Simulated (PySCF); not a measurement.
Species: `O=C1N[Si@H](O)N[SiH2]N[SiH2]1`. The columns A, B, C and D hold Mulliken, IAO, Hirshfeld and ESP-fitted charges (e) of one PBE0/pcSseg-1 density (PySCF), in a shuffled order. Coordinates in Å (GFN2-xTB); the density's dipole moment is (-1.13, -3.79, 0.12) D.

```
atom       x       y       z       A       B       C       D
  O1   0.848   2.859   0.735  -0.471  -0.281  -0.521  -0.409
  C2   0.476   1.836   0.184  +0.186  +0.085  +0.501  +0.177
  N3  -0.809   1.415   0.314  -0.637  -0.207  -0.624  -0.605
 Si4  -1.595   0.025  -0.370  +1.325  +0.470  +0.783  +1.100
  O5  -3.180   0.103  -0.024  -0.785  -0.307  -0.694  -0.551
  N6  -0.886  -1.386   0.324  -0.977  -0.343  -0.781  -0.847
 Si7   0.768  -1.650   0.783  +1.016  +0.401  +0.521  +0.889
  N8   1.800  -0.777  -0.301  -0.956  -0.335  -0.735  -0.851
 Si9   1.695   0.844  -0.898  +0.840  +0.369  +0.466  +0.731
 H10  -1.368   2.052   0.872  +0.280  +0.130  +0.353  +0.194
 H11  -1.615   0.079  -1.825  -0.170  -0.081  -0.092  -0.115
 H12  -3.501   0.050   0.872  +0.365  +0.180  +0.440  +0.241
 H13  -1.460  -2.212   0.284  +0.278  +0.121  +0.381  +0.220
 H14   1.055  -3.077   0.625  -0.141  -0.080  -0.088  -0.126
 H15   0.960  -1.175   2.158  -0.165  -0.090  -0.078  -0.109
 H16   2.569  -1.305  -0.678  +0.275  +0.122  +0.379  +0.225
 H17   3.009   1.475  -0.773  -0.117  -0.072  -0.093  -0.075
 H18   1.224   0.851  -2.294  -0.145  -0.083  -0.118  -0.089
```

Task: Which column most likely holds the ESP-fitted charges?

Result: C. Σ q r misses the density's dipole by 0.03 D (C), 1.24 D (B), 1.76 D (A), 2.60 D (D). Charges fitted to the outside potential are the only set here that is tied to the molecule's multipoles.

Task: And the Hirshfeld charges?

Result: B. The mean sizes are 0.209 e (B), 0.420 e (D), 0.425 e (C), 0.507 e (A), and Hirshfeld charges are commonly the smallest of these schemes.

As computed, A = IAO, B = Hirshfeld, C = ESP-fitted, D = Mulliken.

The Mulliken scheme gives each basis function's population to the atom it is centred on and halves the overlap population of two atoms between them. The IAO scheme projects the occupied orbitals on a minimal set of polarised atomic orbitals and counts the electrons in each atom's part of it.

The structure is a single GFN2-xTB conformer in the gas phase; no vibrational or solvent corrections.
